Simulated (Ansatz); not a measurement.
`[CH3][GeH2][Cl]` + `CN([SiH3])[SiH2]Cl` → `C[N]([SiH2]Cl)[GeH2][Cl]` + `C[SiH3]`  (redistribution)

Computed with Ansatz on PBE0-D4/def2-TZVP structures; ΔE is electronic, products minus reactants. CCSD(T)/CBS is the MP2 limit (def2-TZVPP, def2-QZVPP) plus CCSD(T) − MP2 in def2-TZVPP, frozen cores. This one scheme is used for every species. For Ge outer-core shells are correlated without core-valence functions, which leaves a few kJ/mol of doubt a bond. Scalar relativity is left out up to krypton. Each species was taken in one conformer, which may not be the lowest.

```csv
species,HF/CBS(def2) energy (Eh)
`[CH3][GeH2][Cl]`,-2575.79011
`CN([SiH3])[SiH2]Cl`,-1134.55244
`C[N]([SiH2]Cl)[GeH2][Cl]`,-3379.99623
`C[SiH3]`,-330.33431
```

**Question.** Work out ΔE.

**Answer.** ΔE = (-3379.99623) + (-330.33431) − (-2575.79011) − (-1134.55244) = 0.01201 Eh = +0.33 eV. CCSD(T)/CBS gives +0.27 eV.

Largest T1 diagnostic among the species: 0.011.

In def2-TZVPP, CCSD(T) changes the Hartree–Fock value by −0.06 eV (the triples alone add −0.02 eV) and MP2 by −0.06 eV.
